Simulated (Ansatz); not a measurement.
Reactions of GeH$_{6}$OSi, SMILES `[OH][GeH2][SiH3]`.

Gas-phase electronic energies from Ansatz, PBE0-D4/def2-TZVP geometries. CCSD(T)/CBS adds triple-zeta CCSD(T) − MP2 to the extrapolated MP2 energy (def2 sets, frozen cores). This one scheme is used for every species. Functionals use def2-TZVPP. B3LYP here is the variant with VWN-RPA as its local correlation; programs differ in this. For Ge outer-core shells are correlated without core-valence functions, which leaves a few kJ/mol of doubt a bond. Scalar relativity is left out up to krypton. Each species was taken in one conformer, which may not be the lowest.

| reaction | CCSD(T)/CBS(def2) (kcal/mol) |
| --- | --- |
| `[OH][GeH2][SiH3]` + CH₃SH → `C[S][GeH2][SiH3]` + H₂O | -8.7 |
| `[OH][GeH2][SiH3]` + `C[SiH2]O` → `O[SiH2][CH2][GeH2][OH]` + SiH₄ | -2.6 |
| `[OH][GeH2][SiH3]` + `ClBCl` → `[SiH3][GeH2][B](Cl)Cl` + H₂O | ? |
| `[OH][GeH2][SiH3]` → `[SiH3][O][GeH3]` | -21.2 |

Question: Fill in the missing values. (Estimate.)

Answer: Computed: `[OH][GeH2][SiH3]` + `ClBCl` → `[SiH3][GeH2][B](Cl)Cl` + H₂O: +2.0 kcal/mol.

Largest T1 diagnostic: 0.013, for `[SiH3][GeH2][B](Cl)Cl`.
